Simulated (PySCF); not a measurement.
# Orbital picture of BeO

BP86 at R = 1.359 Å; basis Be 3-21G, O 3-21G; no relativity; PySCF 2.14. State: ¹Σ⁺ (singlet), closed shell. Only the outer orbitals are listed, counted within each symmetry.

```csv
orbital,occ.,ε (eV),on Be (%),main shells (%)
3σ,2,-21.31,9,88 O s
4σ,2,-6.92,22,"71 O p, 16 Be s"
1π,2,-6.21,26,"74 O p, 26 Be p"
1π,2,-6.21,26,"74 O p, 26 Be p"
5σ,0,-4.74,91,"61 Be s, 30 Be p, 9 O p"
2π,0,0.06,76,"76 Be p, 24 O p"
2π,0,0.06,76,"76 Be p, 24 O p"
```

**Question.** Which are the highest filled and the lowest empty level, where do they sit, and how wide is the gap?

**Answer.** Highest filled 1π at -6.21 eV (in %: 74 O p, 26 Be p); lowest empty 5σ at -4.74 eV (in %: 61 Be s, 30 Be p, 9 O p); the gap at BP86 is 1.47 eV.

```json
{"bond order (Mayer)": "2.47", "⟨S²⟩": "0.000", "charge on Be (Mulliken, basis-dependent)": "0.34", "charge on Be (Löwdin, basis-dependent)": "0.08", "dipole moment (positive dipole means Be(−)O(+))": "-4.52 D"}
```

3-21G is very small, so such numbers show the basis as much as the molecule.
